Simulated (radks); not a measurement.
Neutral thulium inside a hard spherical wall (all orbitals vanish at R), configuration held at [Xe] 4f13 6s2 and not refilled when levels cross. Method: scalar-relativistic Kohn-Sham, LDA (Slater exchange, Perdew-Wang correlation), spin-unpolarised, spherical densities, point nucleus; computed with a radial shooting solver on a logarithmic mesh with Libxc functionals. Eigenvalues in eV, with the zero of energy where the potential of the charges vanishes at infinity; a dash marks a level that is unbound or too diffuse for the functional's potential to be trusted. A positive occupied level is held by the wall or, in an anion where self-interaction has pushed it up, behind a barrier. The pressure on the wall is -dE/dV.

| R (bohr) | E (hartree) | kinetic (hartree) | e(5s) | e(5p) | e(6s) | e(4f) | e(6p, empty) | e(5d, empty) | pressure (GPa) |
|---|---|---|---|---|---|---|---|---|---|
| free | -13559.0267 | 14736.128 | -53.549 | -27.058 | -4.033 | -3.321 | -1.170 | -0.953 | 0 |
| 15 | -13559.0266 | 14736.128 | -53.547 | -27.057 | -4.032 | -3.319 | -1.156 | -0.949 | 0.000106 |
| 12 | -13559.0264 | 14736.131 | -53.526 | -27.036 | -4.015 | -3.298 | -1.081 | -0.919 | 0.00389 |
| 10 | -13559.0249 | 14736.145 | -53.424 | -26.935 | -3.932 | -3.199 | -0.852 | -0.804 | 0.0424 |
| 3.5 | -13557.6010 | 14741.695 | -43.084 | -17.025 | 18.259 | 7.963 | 31.484 | 12.725 | 369 |
| 3 | -13556.0770 | 14747.438 | -37.257 | -11.030 | 36.458 | 14.937 | 54.504 | 21.513 | 1200 |
| 2.5 | -13552.1530 | 14761.599 | -25.707 | 1.802 | 76.103 | 28.777 | 101.52 | 39.682 | 4710 |
| 1.5 | -13496.0704 | 14936.687 | 91.789 | 139.61 | 452.58 | 131.67 | 509.51 | 213.30 | 179000 |
